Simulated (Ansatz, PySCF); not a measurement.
SnCl₃, SMILES [Cl][Sn-]([Cl])[Cl], charge -1. Atoms are numbered in the order given.

```xyz
4

Sn     0.0000     0.0000     0.6587
Cl    -1.8902    -1.0912    -0.5937
Cl     0.0000     2.1825    -0.5937
Cl     1.8902    -1.0912    -0.5937
```
Charge -1, spin multiplicity 1.

The structure is a stationary point at r2SCAN-D4/def2-SVPD. The isomer is the one that the SMILES or the coordinates give; other isomers of the formula were not compared. The def2 effective core potentials stand for the cores of Sn; spin–orbit coupling is left out.

Two levels are set side by side: PBE-D3(BJ)/def2-SVPD (Ansatz, a quantum-chemistry and plane-wave program) and r2SCAN-D4/def2-SVPD (Ansatz). Each level has its own optimised geometry; the coordinates shown are those of the second. Frequencies come from the Hessian of PySCF at each geometry. Differences are taken from unrounded values.

```tsv
quantity	r2SCAN-D4	PBE-D3(BJ)	PBE-D3(BJ) minus r2SCAN-D4
mean bond length (Å)	2.516	2.542	0.025
bond Sn1–Cl2 (Å)	2.516	2.542	0.025
bond Sn1–Cl3 (Å)	2.516	2.542	0.025
bond Sn1–Cl4 (Å)	2.516	2.542	0.025
highest harmonic wavenumber (cm⁻¹)	294	279	-15
mean harmonic wavenumber (cm⁻¹)	186	175	-11
zero-point energy (kcal/mol)	1.60	1.50	-0.10
```
